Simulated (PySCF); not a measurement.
ClHOSe, SMILES [Se](Cl)O. Atoms are numbered in the order given.

```xyz
4

Se     0.0218    -0.2983     0.5490
Cl     0.2264     1.4319    -0.7622
O     -0.4037    -1.5828    -0.6184
H     -1.3617    -1.5370    -0.7611
```
Charge 0, spin multiplicity 1.

Geometry optimised at TPSSh-D3(BJ)/def2-TZVP. One conformer was computed; it need not be the lowest.

These are HF/pcSseg-2 (PySCF) values and carry that method's errors.

GIAO shieldings, no solvent; atoms alike by connectivity are averaged. δ = σ(ref) − σ: ⁷⁷Se against Me2Se (σ = 1901.4 ppm); ³⁵Cl against HCl (σ = 947.2 ppm); ¹⁷O against H2O (σ = 326.0 ppm); ¹H against TMS (σ = 31.98 ppm), references at their B3LYP-D3(BJ)/def2-TZVP geometries, non-relativistic (without spin–orbit terms, shifts of atoms bonded to Cl or Br come out too high).

Computed chemical shifts:
```tsv
nucleus	atoms	count	δ (ppm)
⁷⁷Se	Se1	1	1839.2
³⁵Cl	Cl2	1	73.2
¹⁷O	O3	1	31.8
¹H	H4	1	5.16
```
